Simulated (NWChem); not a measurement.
# AlHOBrF; SMILES [OH][Al]([F])[Br]

```xyz
5

Al     0.1096    -0.8884     0.0000
F     -1.2047    -1.8891     0.0000
Br    -0.1826     1.3355     0.0000
O      1.6869    -1.5158     0.0000
H      1.8350    -2.4703     0.0000
```
Atoms are numbered in this order, from 1.

Results from NWChem. Pople sets run with spherical d functions. Geometry: optimised at B3LYP/6-31G* (spherical d). GIAO values for the isolated, static molecule; σ is the absolute isotropic shielding, δ = σ(reference) − σ with the isolated reference molecule computed at the same levels (19F: trichlorofluoromethane, 1H: tetramethylsilane, 17O: water). Spin-orbit effects, on the heavy nuclei and on their neighbours, are missing.

For level KT2/pcSseg-1:

| Item | Result |
|---|---|
| δ F2 (ppm) | -188.2 |
| δ O4 (ppm) | 37.2 |
| δ H5 (ppm) | 2.10 |

Task: How do the values read with level B3LYP/6-311G** instead?

Result: 
* **δ F2 (ppm)**: -173.0
* **δ O4 (ppm)**: 35.0
* **δ H5 (ppm)**: 1.86
